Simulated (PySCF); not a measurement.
# Functional benchmark on one molecule

Molecule: SMILES [BH3-][PH2+]c1ccccc1, C₆H₁₀BP.

Structure with atom numbers: `[BH3-:1][PH2+:2][c:3]1[cH:4][cH:5][cH:6][cH:7][cH:8]1` (H(Xn): hydrogen on atom n).

Geometry PBE0-D3(BJ)/def2-SVP throughout; GIAO in PySCF, gas phase, one conformer, non-relativistic; equivalent atoms averaged; basis pcSseg-1.

Reference values (measured; O. Kühl, Phosphorus-31 NMR Spectroscopy, Springer 2008, chapter 6 (publisher's sample)): δ(P2) = -49.3 ppm vs 85 % H3PO4. Computed shifts are taken against H3PO4, calculated as an isolated molecule at each level.

How do the functionals BLYP, BP86, OPBE, KT3, B97-2, wB97X-D perform against the reference? Times are CPU seconds on 1 thread of an Arm Neoverse V1, shared host; the GGAs took longer than the global hybrids here, which isn't the general rule, and the cause wasn't traced.

Answers


| functional | kind | P2 | abs. error P | core-s |
| --- | --- | --- | --- | --- |
| BLYP | GGA | -44.8 | 4.5 | 39 |
| BP86 | GGA | -55.2 | 5.9 | 38 |
| OPBE | GGA | -55.9 | 6.6 | 40 |
| KT3 | GGA | -49.8 | 0.5 | 40 |
| B97-2 | global hybrid | -53.6 | 4.3 | 23 |
| wB97X-D | range-separated hybrid | -61.2 | 11.9 | 34 |

For $^{31}$P the closest is KT3 (0.5 ppm) and the furthest wB97X-D (11.9 ppm). One molecule is a small sample, and vibrational and solvent effects are absent from the calculation.
